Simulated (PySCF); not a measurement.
# CrCl₂, singlet: data card

These are results of PBE0 in PySCF with Cr def2-TZVP, Cl def2-TZVP; no relativity; density-fitted integrals, not measurements.

The structure is a minimum.

Z-matrix (Å, degrees; charge 0 multiplicity 1):
```
Cr
Cl 1 2.1088
Cl 1 2.1088 2 149.01
```

- Point group: C2v
- Bond lengths: Cr–Cl 2.109 Å (×2)
- Bond angles: Cl–Cr–Cl 149.0°
- Rotational symmetry number: 2
- Enthalpy at 298.15 K above 0 K: 13.50 kJ/mol
- Principal quadrupole moments (Buckingham, traceless) about the centre of mass: -6.05, 2.39, 3.66 D Å
- Principal polarisabilities: 39.0, 43.9, 80.1 bohr³
- Zero-point energy: 5.7 kJ/mol
- Highest occupied level: -7.09 eV
- Rotational constants: 1.782, 0.05837, 0.05652 cm⁻¹
- Entropy at 298.15 K and 1 bar: 294.0 J/(mol K)
- Lowest empty level: -3.65 eV
- Atomisation energy without zero-point energy: 398 kJ/mol
- Dipole moment: 1.40 D
- Heat capacity Cp at 298.15 K: 53.0 J/(mol K)

Harmonic modes (masses in u: Cr 51.941, Cl 34.969):
```tsv
symmetry	ω (cm⁻¹)	IR (km/mol)	μ (u)	type
a1	58	8.2	41.45	bend
a1	375	12.8	36.10	stretch
b2	517	154	42.73	stretch
```

In C2v the vibrations span 2a1 + b2. Here b1 is antisymmetric to the molecular plane and b2 lies in it.

Charges (e):
```
 atom  Mulliken  Löwdin  polar tensor  Mayer order to Cr1
  Cr1      0.74   -0.18          1.12                   –
Cl2,3     -0.37    0.09         -0.56                1.19
```

Mulliken populations on Cr1: s 6.64, p 12.23, d 4.39, f 0.00.

This need not be the most stable arrangement of these atoms. At the minimum of this search the closed-shell solution is unstable towards spin polarisation, so a lower open-shell solution exists.

The final relaxation and frequency run took roughly 4 core-minutes on a shared host.
